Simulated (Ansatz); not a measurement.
Isolated molecules relaxed with PBE0-D4/def2-TZVP in Ansatz; ΔE leaves out vibrations. CBS: MP2 limit from def2 TZ/QZ plus the TZ coupled-cluster correction, frozen cores. This one scheme is used for every species. DFT in def2-TZVPP. For Zn outer-core shells are correlated without core-valence functions, which leaves a few kJ/mol of doubt a bond. Scalar relativity is left out up to krypton. Each species was taken in one conformer, which may not be the lowest.

`[NH2][Zn][SiH2]F` + `[AlH2][SH]` → `F[SiH2][S][AlH2]` + `[NH2][ZnH]`  (cleavage of the Si–Zn bond)

| species | LDA (SPW92) energy (Eh) |
| --- | --- |
| `[NH2][Zn][SiH2]F` | -2220.88018 |
| `[AlH2][SH]` | -640.01080 |
| `F[SiH2][S][AlH2]` | -1028.30365 |
| `[NH2][ZnH]` | -1832.60742 |

Work out ΔE.

ΔE = (-1028.30365) + (-1832.60742) − (-2220.88018) − (-640.01080) = -0.02009 Eh = -52.7 kJ/mol. CCSD(T)/CBS gives -57.8 kJ/mol.

Largest T1 diagnostic among the species: 0.016.

At CCSD(T), def2-SVP lies +11.3 kJ/mol from the extrapolated value and def2-TZVPP −1.5 kJ/mol. From PBE to PBE0 (25 % exact exchange), in def2-TZVPP and without D4, ΔE moves by −5.4 kJ/mol.
